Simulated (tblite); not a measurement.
Compound: C5H11GeNS.
Numbering: `[GeH3:1][S:2][C@H:3]1[CH:4]=[N:5][CH2:6][CH2:7][CH2:8]1` (hydrogens: H9, H10, H11 on Ge1; H12 on C3; H13 on C4; H14, H15 on C6; H16, H17 on C7; H18, H19 on C8)

Computed with GFN2-xTB (tblite), gas phase: L-BFGS steps from a force-field or distance-geometry start until the largest atomic force falls under 0.01 eV/Å.

Step 14: E = -664.2655 eV
```
atom  x, y, z in Å  |  force x, y, z in eV/Å
Ge1     3.0445    0.2861    0.0415   -0.069  -0.042   0.011
S2      1.8215   -0.6176   -1.5629   -0.106   0.043   0.052
C3      0.0742   -0.6147   -0.9526    0.028   0.046  -0.024
C4     -0.1214   -1.4998    0.2356    0.029   0.029   0.029
N5     -1.0406   -1.3878    1.0804   -0.051   0.000  -0.010
C6     -2.0547   -0.3862    0.9648   -0.044   0.067   0.033
C7     -1.7585    0.8606    0.1006    0.031   0.002  -0.057
C8     -0.4280    0.8027   -0.6741   -0.012   0.017  -0.082
H9      3.8977   -0.7373    0.7290   -0.005  -0.038   0.011
H10     3.9451    1.2780   -0.6241    0.034   0.039   0.011
H11     2.2406    0.9992    1.0964    0.012  -0.068  -0.052
H12    -0.4450   -1.0715   -1.8064   -0.072   0.122   0.091
H13     0.5671   -2.3258    0.3695    0.103   0.021  -0.002
H14    -2.3073   -0.0957    1.9878    0.052   0.059   0.066
H15    -2.9449   -0.8961    0.5791    0.073  -0.068  -0.046
H16    -2.5865    1.0025   -0.6002    0.110  -0.011   0.042
H17    -1.7192    1.7411    0.7501   -0.084  -0.104  -0.113
H18     0.3396    1.3346   -0.1014   -0.037  -0.114   0.051
H19    -0.5340    1.3371   -1.6204    0.008   0.001  -0.010
```

Step 15: E = -664.2708 eV
```
atom  x, y, z in Å  |  force x, y, z in eV/Å
Ge1     3.0424    0.2798    0.0384   -0.077  -0.025   0.101
S2      1.8249   -0.6129   -1.5673   -0.174   0.001   0.003
C3      0.0785   -0.6134   -0.9529   -0.025   0.116  -0.017
C4     -0.1160   -1.4947    0.2381    0.038   0.046   0.044
N5     -1.0302   -1.3806    1.0886   -0.043   0.017  -0.043
C6     -2.0496   -0.3848    0.9683   -0.054   0.089   0.002
C7     -1.7597    0.8598    0.0975    0.026  -0.023  -0.056
C8     -0.4255    0.8035   -0.6722   -0.044   0.068  -0.022
H9      3.8898   -0.7513    0.7259   -0.009  -0.005   0.001
H10     3.9385    1.2732   -0.6288    0.055   0.047   0.028
H11     2.2243    0.9862    1.0924    0.064  -0.087  -0.084
H12    -0.4452   -1.0653   -1.8050   -0.070   0.090   0.069
H13     0.5756   -2.3166    0.3723    0.124  -0.016   0.011
H14    -2.3106   -0.0896    1.9876    0.064   0.043   0.069
H15    -2.9333   -0.9019    0.5780    0.056  -0.072  -0.033
H16    -2.5850    0.9902   -0.6083    0.098  -0.015   0.037
H17    -1.7331    1.7464    0.7406   -0.058  -0.129  -0.126
H18     0.3348    1.3327   -0.0883   -0.003  -0.112   0.038
H19    -0.5304    1.3488   -1.6124    0.033  -0.033  -0.022
```

**Question.** Estimate the geometry and energy of step 16. (The exact step hangs on the optimiser's Hessian estimate; all steps are aligned on step 15, rigid shifts and turns removed.)

**Answer.** E = -664.2771 eV, largest force 0.220 eV/Å
```
atom  x, y, z in Å  |  force x, y, z in eV/Å
Ge1     3.0389    0.2716    0.0360   -0.052  -0.005   0.150
S2      1.8256   -0.6069   -1.5721   -0.206  -0.041  -0.065
C3      0.0831   -0.6100   -0.9531   -0.093   0.156   0.010
C4     -0.1086   -1.4879    0.2420    0.046   0.060   0.050
N5     -1.0184   -1.3714    1.0974   -0.016   0.029  -0.063
C6     -2.0442   -0.3818    0.9725   -0.039   0.068  -0.035
C7     -1.7604    0.8579    0.0926    0.002  -0.050  -0.040
C8     -0.4230    0.8054   -0.6701   -0.063   0.108   0.057
H9      3.8800   -0.7686    0.7223   -0.015   0.032  -0.011
H10     3.9316    1.2684   -0.6338    0.055   0.032   0.065
H11     2.2054    0.9689    1.0861    0.104  -0.088  -0.089
H12    -0.4477   -1.0559   -1.8020   -0.072   0.041   0.035
H13     0.5884   -2.3054    0.3758    0.113  -0.023   0.024
H14    -2.3131   -0.0810    1.9887    0.075   0.017   0.045
H15    -2.9183   -0.9103    0.5760    0.027  -0.060  -0.003
H16    -2.5813    0.9751   -0.6179    0.048  -0.023  -0.006
H17    -1.7509    1.7504    0.7269   -0.019  -0.113  -0.109
H18     0.3287    1.3282   -0.0715    0.042  -0.084   0.024
H19    -0.5256    1.3625   -1.6034    0.063  -0.057  -0.038
```

The energy changes by -0.0063 eV. The first-order estimate −F·Δx gives -0.0085 eV and the mean of the old and new forces, exact on a quadratic surface, -0.0063 eV. The step makes an angle of 74° with the force vector and moves no atom by more than 0.026 Å.

What follows is the cost of the whole relaxation. On an Arm Neoverse N1 with one thread, shared host with 64 logical CPUs at a one-minute load of 60, this took 2.2 s.
